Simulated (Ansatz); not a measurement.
Frontier orbitals of `C=[CH][GaH2]`.

The species carries charge 0 and has multiplicity 1. Correlated methods include outer-core shells of Ga, which these sets cover unevenly. Scalar relativity is left out up to krypton. Geometry: relaxed with PBE0-D4/def2-TZVP. Basis def2-TZVPP, the Gaussian-basis code of Ansatz.

Compute the vertical ionisation energy as the energy of the cation minus that of the neutral molecule, at each level. (An estimate is asked.)

The calculation gave: 
```csv
level,IE (eV),difference from CCSD(T)/def2-TZVPP
PBE-D4/def2-TZVPP,9.92,-0.60
r2SCAN-D4/def2-TZVPP,10.01,-0.51
PBE0-D4/def2-TZVPP,10.16,-0.36
B3LYP-D4/def2-TZVPP,10.20,-0.31
ωB97X-V/def2-TZVPP,10.32,-0.20
ωB97M-V/def2-TZVPP,10.31,-0.21
B2PLYP/def2-TZVPP,10.42,-0.10
HF/def2-TZVPP,8.81,-1.71
MP2/def2-TZVPP,10.61,0.09
CCSD/def2-TZVPP,10.34,-0.18
CCSD(T)/def2-TZVPP,10.52,0.00
HF/def2-QZVPP,8.79,-1.73
MP2/def2-QZVPP,10.66,0.14
```

B3LYP here is the variant with VWN-RPA as its local correlation; programs differ in this.
